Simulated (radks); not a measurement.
Q: These are the eigenvalues of the occupied orbitals of an atom or ion with whole-number occupations (Ry). Calculated with a radial shooting solver on a logarithmic mesh with Libxc functionals: scalar-relativistic Kohn-Sham, PBE, spin-polarised, spherical densities, finite nucleus; Fermi nuclear charge, rms radius of each element as measured or else 0.836 A^(1/3) + 0.57 fm.

1s down: -4086.627
1s up: -4086.627
2s up: -690.8305
2s down: -690.8183
2p up: -613.0258
2p down: -613.0166
3s up: -161.5118
3s down: -161.2689
3p up: -137.7324
3p down: -137.4900
3d up: -107.4979
3d down: -107.3102
4s up: -38.99928
4s down: -38.49917
4p up: -31.07538
4p down: -30.58627
4d up: -20.35989
4d down: -19.88138
5s up: -10.37959
5s down: -10.13597
4f up: -8.50343
5p up: -8.14431
5p down: -7.93986
5d up: -5.25691

Which element is it, and in what charge state? The configuration may be excited. Open shells, if any, are filled with parallel spins first.

A: Z = 67, holmium, charge +6: Ho6+ in [Xe] 4f6 5d1. The list shows which subshells hold electrons but not how many an open one holds; the 1s level, -2043.3 hartree, gives Z - s = 63.9 by -(Z - s)^2/2, which with screening and relativity narrows Z to a few neighbours, and the depths of the outer levels then fix element, charge and occupations together.
